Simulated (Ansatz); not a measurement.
C6H15FHfO3, SMILES `CC[O][Hf]([F])([O]CC)[O]CC`. Charge 0, multiplicity 1. Hf takes the def2 core potential. Geometry: relaxed with PBE0-D4/def2-TZVP. It is one conformer, not always the lowest.

```xyz
26

C    -2.433    1.842   -0.528
C    -2.577    0.699    0.453
O    -1.348    0.322    0.987
Hf    0.444   -0.135    1.493
F     0.632    0.087    3.403
O     0.798   -1.965    1.032
C     0.884   -3.261    0.532
C    -0.331   -3.622   -0.295
O     1.689    1.020    0.600
C     2.488    1.832   -0.201
C     1.679    2.523   -1.277
H    -1.997    2.716   -0.038
H    -1.785    1.557   -1.360
H    -3.408    2.124   -0.932
H    -3.033   -0.167   -0.044
H    -3.246    0.989    1.272
H     0.987   -3.961    1.372
H     1.793   -3.353   -0.076
H    -1.240   -3.549    0.306
H    -0.249   -4.644   -0.673
H    -0.429   -2.948   -1.149
H     3.277    1.222   -0.659
H     2.985    2.577    0.432
H     0.900    3.147   -0.831
H     1.199    1.790   -1.930
H     2.321    3.161   -1.889
```

Problem. What is the dipole moment at PBE/def2-TZVPP? (Estimate.)

Solution. Computed: 3.02 D, with components (-0.53, -0.15, -2.97) D in this frame, pointing from negative to positive charge.

Problem. And with r2SCAN, B3LYP, ωB97M-V? (Best estimate.)

Solution. Ansatz gave: r2SCAN 3.09 D, B3LYP 3.12 D, ωB97M-V 3.08 D.

Problem. Give the Mulliken charges with PBE, r2SCAN, ωB97M-V in def2-TZVPP. (Best estimate.)

Solution. The calculation gave: 
```csv
atom,PBE,r2SCAN,ωB97M-V
C1,-0.23,-0.13,-0.30
C2,0.02,0.13,-0.02
O3,-0.32,-0.42,-0.38
Hf4,0.85,1.12,1.02
F5,-0.34,-0.39,-0.38
O6,-0.33,-0.43,-0.39
C7,0.02,0.13,-0.02
C8,-0.24,-0.12,-0.30
O9,-0.33,-0.43,-0.38
C10,0.02,0.13,-0.02
C11,-0.23,-0.13,-0.30
H12,0.08,0.04,0.10
H13,0.08,0.04,0.10
H14,0.08,0.04,0.11
H15,0.06,0.02,0.09
H16,0.07,0.03,0.09
H17,0.07,0.03,0.09
H18,0.07,0.03,0.09
H19,0.08,0.04,0.10
H20,0.08,0.04,0.10
H21,0.08,0.04,0.10
H22,0.07,0.03,0.09
H23,0.07,0.03,0.09
H24,0.08,0.05,0.10
H25,0.08,0.04,0.10
H26,0.08,0.04,0.11
```

B3LYP here is the variant with VWN-RPA as its local correlation; programs differ in this.
